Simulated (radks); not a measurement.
The numbers below are computed, except where a source is named.
Spherical quantum dot in the effective-mass picture: electrons in a well V = -V0 / (1 + exp((r - R)/a)) with V0 = 8.51, R = 3.9, a = 0.22, all in effective atomic units (hartree* = m*/eps^2 hartree, bohr* = eps/m* bohr), one dielectric constant everywhere. Level of theory: non-relativistic Kohn-Sham, LDA (Slater exchange, Perdew-Wang correlation), spin-polarised, spherical densities (a radial shooting solver with Libxc functionals). Levels are named by radial order and angular momentum (1s, 1p, 1d, 2s, ...), and open shells are averaged over m. Results are scaled to m* = 0.177 and eps = 6.6, for which hartree* = 110.6 meV and bohr* = 1.973 nm.

N = 6, configuration 1s2 1p(up 3, down 1). This is the lowest configuration that the search found. Occupied and some empty levels:

level    occupation  eigenvalue (meV)  <r> (nm)
1s up             1           -684.75     4.429
1s down           1           -679.06     4.421
1p up             3           -656.94     4.883
1p down           1           -651.10     4.889
1d up             0           -615.97     5.210
1d down           0           -610.24     5.220
2s up             0           -571.28     3.765
2s down           0           -567.30     3.762
1f up             0           -564.12     5.468
1f down           0           -558.59     5.479

Energy (meV): total -4673.95, kinetic 320.58, external -5546.3, Hartree 748.34, exchange-correlation -196.56.

Electron density:

r (nm)  n(r) (e/nm^3)
0.442        0.002759
0.934        0.003110
1.43         0.003687
1.92         0.004444
2.41         0.005305
2.90         0.006150
3.39         0.006828
3.89         0.007165
4.38         0.006998
4.87         0.006242
5.36         0.004964
5.85         0.003398
6.35         0.001900
6.84        0.0008148
7.33        0.0002488
7.82       0.00005368
8.32        8.833e-06
8.81        1.279e-06
9.30        1.774e-07
9.79        2.420e-08
